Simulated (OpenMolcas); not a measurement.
# Levels of Cl III by method

```
Program             : OpenMolcas
Basis               : ANO-L-VDZP [4s3p1d]
Scalar Hamiltonian  : non-relativistic, point nucleus
Active space        : 3 electrons in 3 orbitals (3p)
State averaging     : 2S+1 = 4 odd, 1 root; 2S+1 = 2 odd, 8 roots
Spin-orbit coupling : state interaction with AMFI integrals over the reference wave functions, term energies averaged over their components
```

Methods on the same reference wave functions:
A. CASSCF
B. SS-CASPT2, IPEA 0.25 Eh, imaginary shift 0.1 Eh (closed shells correlated: 2s 2p 3s)

Energies in cm⁻¹ above 3s² 3p³ ⁴S°_3/2, the measured ground level; measured values from Moore, Atomic Energy Levels, vol. I, NSRDS-NBS 35 (1971 reprint of NBS Circular 467, 1949).

```
          Level      A      B  Measured
3s² 3p³ ⁴S°_3/2    0.0    0.0       0.0
3s² 3p³ ²D°_3/2  22651  20780     18053
3s² 3p³ ²D°_5/2  22694  20830     18120
3s² 3p³ ²P°_1/2  37697  33740     29812
3s² 3p³ ²P°_3/2  37754  33800     29907
```

Deviations, from unrounded energies. A percentage is the sum of absolute deviations over the sum of measured energies, with the sign that they share, or ± where signs differ.

```csv
Against measurement,Levels,A,B
mean absolute deviation (cm-1),4,6200,3300
other terms of the ground configuration (%),4,+26.0,+13.8
```

B lies closest to measurement on these levels. The largest miss of B in the table is 3s² 3p³ ²P°_1/2, by +3900 cm-1. The ranking rests on the paired levels alone, and a cruder setting can come out closer through cancelling errors.

From A to B the spin-free energies of the other terms of 3s² 3p³ shown, above ⁴S°, scale by factors of 0.89 to 0.92.

The lowest spin-free term lies below A's lowest term by 0.078 hartree in B.

Term energies are means over components that CASPT2 splits; among the terms shown or strongly mixed into the levels shown the widest spread is 210 cm-1 (3s² 3p³ ²D°, B). With the s shell closed, the reference lacks s² → p² mixing. Some terms miss by over 15 % even with CASPT2, which points to a basis or an active space too small for the shells correlated (holds for B). Computed and measured levels are paired by configuration, term and J; levels that our copy of the source lacks, or whose pairing is in doubt (as where it misses far off the trend of its configuration), stay unpaired and out of the deviations. Only configurations of the active space appear.

° marks odd parity.
